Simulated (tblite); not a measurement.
Species: C7H10ClNSi.
Numbering: `[CH3:1][c:2]1[cH:3][cH:4][c:5]([SiH2:6][CH2:7][Cl:8])[n:9][cH:10]1` (hydrogens: H11, H12, H13 on C1; H14 on C3; H15 on C4; H16, H17 on Si6; H18, H19 on C7; H20 on C10)

Computed with GFN2-xTB (tblite), gas phase: L-BFGS steps from a force-field or distance-geometry start until the largest atomic force falls under 0.01 eV/Å.

Step 4: E = -796.4085 eV
```
atom  x, y, z in Å  |  force x, y, z in eV/Å
C1     -3.5267   -0.3575    0.2300   -0.073  -0.024   0.007
C2     -2.0680   -0.1689   -0.0307   -0.044  -0.009  -0.009
C3     -1.6059    0.3677   -1.2266   -0.042   0.046  -0.068
C4     -0.2500    0.5468   -1.4171   -0.073  -0.026   0.050
C5      0.6305    0.1796   -0.4053    0.009   0.008   0.001
Si6     2.4922    0.4015   -0.6230   -0.014  -0.058   0.094
C7      3.3730   -0.2057    0.9524   -0.080   0.013  -0.042
Cl8     5.1302    0.0078    0.7408   -0.008  -0.020   0.032
N9      0.1887   -0.3298    0.7427    0.041  -0.013   0.036
C10    -1.1080   -0.4949    0.9226    0.090   0.054  -0.072
H11    -3.7028   -1.1938    0.9009    0.042  -0.023   0.057
H12    -4.0711   -0.5367   -0.6940    0.017   0.033  -0.047
H13    -3.9360    0.5388    0.6955   -0.019   0.024   0.009
H14    -2.2992    0.6519   -2.0053   -0.089  -0.024   0.003
H15     0.1238    0.9676   -2.3369    0.057  -0.006  -0.007
H16     2.7944    1.8139   -0.8371    0.043   0.127  -0.012
H17     2.9489   -0.3757   -1.7736    0.048  -0.062  -0.071
H18     3.1969   -1.2617    1.1441    0.041   0.032   0.037
H19     3.0852    0.3632    1.8335    0.035  -0.044   0.004
H20    -1.4012   -0.9034    1.8822    0.020  -0.026  -0.003
```

Step 5: E = -796.4105 eV
```
atom  x, y, z in Å  |  force x, y, z in eV/Å
C1     -3.5273   -0.3587    0.2299   -0.071  -0.003   0.021
C2     -2.0701   -0.1683   -0.0308    0.007  -0.010  -0.016
C3     -1.6083    0.3681   -1.2265   -0.056   0.031  -0.048
C4     -0.2532    0.5458   -1.4153    0.014   0.010  -0.012
C5      0.6305    0.1802   -0.4067   -0.013  -0.007   0.037
Si6     2.4920    0.4017   -0.6237    0.001  -0.020   0.033
C7      3.3706   -0.2052    0.9508   -0.024  -0.012   0.024
Cl8     5.1295    0.0068    0.7423   -0.014  -0.013   0.020
N9      0.1890   -0.3292    0.7416    0.054  -0.011   0.033
C10    -1.1073   -0.4934    0.9199    0.055   0.021  -0.003
H11    -3.7010   -1.1935    0.9031    0.026  -0.033   0.040
H12    -4.0701   -0.5344   -0.6952    0.003   0.006  -0.043
H13    -3.9359    0.5378    0.6947   -0.030   0.037   0.022
H14    -2.3017    0.6507   -2.0045   -0.101  -0.010  -0.026
H15     0.1259    0.9658   -2.3331    0.029   0.001  -0.029
H16     2.7957    1.8172   -0.8370    0.030   0.069  -0.006
H17     2.9503   -0.3776   -1.7752    0.034  -0.035  -0.037
H18     3.1989   -1.2614    1.1464    0.021   0.033   0.016
H19     3.0868    0.3615    1.8348    0.017  -0.032  -0.012
H20    -1.3997   -0.9034    1.8798    0.020  -0.020  -0.012
```

Step 6: E = -796.4117 eV
```
atom  x, y, z in Å  |  force x, y, z in eV/Å
C1     -3.5287   -0.3594    0.2302   -0.034   0.008   0.025
C2     -2.0712   -0.1682   -0.0310    0.030   0.001  -0.024
C3     -1.6108    0.3689   -1.2274   -0.009   0.012  -0.015
C4     -0.2547    0.5455   -1.4148    0.006   0.014  -0.018
C5      0.6304    0.1804   -0.4068   -0.012  -0.001   0.021
Si6     2.4920    0.4015   -0.6237    0.014   0.017  -0.025
C7      3.3690   -0.2051    0.9503    0.021  -0.017   0.041
Cl8     5.1288    0.0060    0.7436   -0.014  -0.009   0.012
N9      0.1903   -0.3290    0.7417    0.034  -0.006   0.024
C10    -1.1061   -0.4922    0.9184    0.012  -0.005   0.032
H11    -3.6995   -1.1939    0.9050    0.010  -0.023   0.018
H12    -4.0696   -0.5330   -0.6967   -0.004  -0.009  -0.022
H13    -3.9365    0.5379    0.6947   -0.032   0.028   0.023
H14    -2.3050    0.6499   -2.0046   -0.098  -0.002  -0.039
H15     0.1277    0.9647   -2.3315    0.017   0.006  -0.042
H16     2.7970    1.8202   -0.8371    0.018   0.010   0.002
H17     2.9518   -0.3794   -1.7768    0.019  -0.009  -0.001
H18     3.2004   -1.2607    1.1480    0.003   0.008   0.008
H19     3.0880    0.3601    1.8354   -0.001  -0.011  -0.002
H20    -1.3985   -0.9037    1.8781    0.019  -0.014  -0.018
```

Question: Estimate the geometry and energy of step 7. (The exact step hangs on the optimiser's Hessian estimate; all steps are aligned on step 6, rigid shifts and turns removed.)

Answer: E = -796.4123 eV, largest force 0.066 eV/Å
```
atom  x, y, z in Å  |  force x, y, z in eV/Å
C1     -3.5300   -0.3596    0.2308    0.006   0.014   0.014
C2     -2.0713   -0.1682   -0.0315    0.025   0.006  -0.004
C3     -1.6120    0.3697   -1.2283   -0.020   0.005  -0.015
C4     -0.2555    0.5456   -1.4147    0.021   0.020  -0.028
C5      0.6301    0.1806   -0.4066   -0.006   0.006   0.003
Si6     2.4922    0.4017   -0.6239    0.018   0.029  -0.042
C7      3.3685   -0.2053    0.9506    0.031  -0.010   0.026
Cl8     5.1282    0.0055    0.7444   -0.004  -0.005   0.008
N9      0.1915   -0.3291    0.7424    0.011   0.003   0.004
C10    -1.1051   -0.4916    0.9181   -0.013  -0.010   0.020
H11    -3.6985   -1.1946    0.9064    0.002  -0.007   0.000
H12    -4.0693   -0.5325   -0.6978   -0.002  -0.013   0.006
H13    -3.9375    0.5386    0.6951   -0.027   0.009   0.017
H14    -2.3085    0.6494   -2.0053   -0.064  -0.006  -0.017
H15     0.1289    0.9644   -2.3316    0.004  -0.001  -0.026
H16     2.7980    1.8219   -0.8371    0.012  -0.020   0.005
H17     2.9528   -0.3804   -1.7776    0.010   0.006   0.019
H18     3.2013   -1.2602    1.1489   -0.007  -0.014   0.006
H19     3.0886    0.3592    1.8357   -0.011   0.003   0.012
H20    -1.3975   -0.9042    1.8771    0.014  -0.015  -0.010
```

The energy changes by -0.0006 eV. The first-order estimate −F·Δx gives -0.0009 eV and the mean of the old and new forces, exact on a quadratic surface, -0.0006 eV. The step makes an angle of 43° with the force vector and moves no atom by more than 0.004 Å.

What follows is the cost of the whole relaxation. Hardware: an Arm Neoverse N1 with one thread (shared host). Cost: 0.77 s of wall time.
